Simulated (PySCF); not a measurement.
H₃P, SMILES P. Heavy atoms are numbered as in [PH3:1]. Hydrogens are named by the atom that carries them.

Geometry optimised at B3LYP-D3(BJ)/def2-TZVP.

Method: B3LYP/pcSseg-2 run with PySCF.

GIAO shieldings, no solvent; atoms alike by connectivity are averaged. δ = σ(ref) − σ: ¹H against TMS (σ = 31.68 ppm), references at their B3LYP-D3(BJ)/def2-TZVP geometries, non-relativistic.

Computed chemical shifts:
| nucleus | atoms | count | δ (ppm) |
|---|---|---|---|
| ¹H | H on P1 | 3 | 2.13 |
